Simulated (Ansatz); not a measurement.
Ansatz (a first-principles code) input:

Ansatz 0.2 input:
```yaml
crystal:
  periodic: [false, false, false]
  atoms:
    - {symbol: C, position_ang: [1.47250164, -0.39033442, 0.14749694]}
    - {symbol: B, position_ang: [-0.02295681, 0.11241129, -0.06180764]}
    - {symbol: C, position_ang: [-1.22045619, -0.70285380, 0.59764238]}
    - {symbol: N, position_ang: [-0.28744389, 1.17334285, -0.90229809]}
    - {symbol: H, position_ang: [1.57190076, -1.41553602, -0.22141171]}
    - {symbol: H, position_ang: [2.22332517, 0.22628337, -0.34509925]}
    - {symbol: H, position_ang: [1.69376586, -0.42265435, 1.21865715]}
    - {symbol: H, position_ang: [-1.05117848, -0.78825128, 1.67511453]}
    - {symbol: H, position_ang: [-2.20365626, -0.26431555, 0.43115020]}
    - {symbol: H, position_ang: [-1.22842387, -1.72307949, 0.20211954]}
    - {symbol: H, position_ang: [-0.39111474, 2.17122612, -0.80624148]}
basis:
  gaussian:
    orbitals: 6-31G*
hamiltonian:
  xc: {name: PBE0}
magnetization: {spin_polarized: true, initial_magnetization: 1}
```

Task: What final total energy does it print?

Result: -159.79868 Eh (PBE0/6-31G*).

It need not be the lowest isomer of its formula.
